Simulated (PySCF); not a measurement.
In(F)(vinyl)(NH2) (C₂H₅FInN), SMILES C=[CH][In]([NH2])[F]. Geometry: B3LYP-D3(BJ)/def2-SVP. The structure was generated by enumeration; whether it is a known compound was not checked. The def2 effective core potentials stand for the cores of In; spin–orbit coupling is left out. The values are those of a single conformer.

Question: Give the equilibrium geometry at B3LYP-D3(BJ)/def2-SVP (PySCF confirms it by a frequency run) as bond lengths and angles. (The exact figures need the calculation; the answer reports its results.)

Answer: One answer among several that fit: 
Atoms: In1 F2 C3 C4 H5 H6 H7 N8 H9 H10. Bond lengths (Å): In1–F2 1.981, In1–C3 2.136, In1–N8 2.033, C3–C4 1.339, C3–H5 1.096, C4–H6 1.098, C4–H7 1.096, N8–H9 1.019, N8–H10 1.018. Bond angles (°): F2–In1–C3 116.5, F2–In1–N8 108.9, C3–In1–N8 134.2, In1–C3–C4 123.5, In1–C3–H5 117.1, C4–C3–H5 119.4, C3–C4–H6 121.6, C3–C4–H7 123.0, H6–C4–H7 115.4, In1–N8–H9 115.4, In1–N8–H10 118.4, H9–N8–H10 109.3.
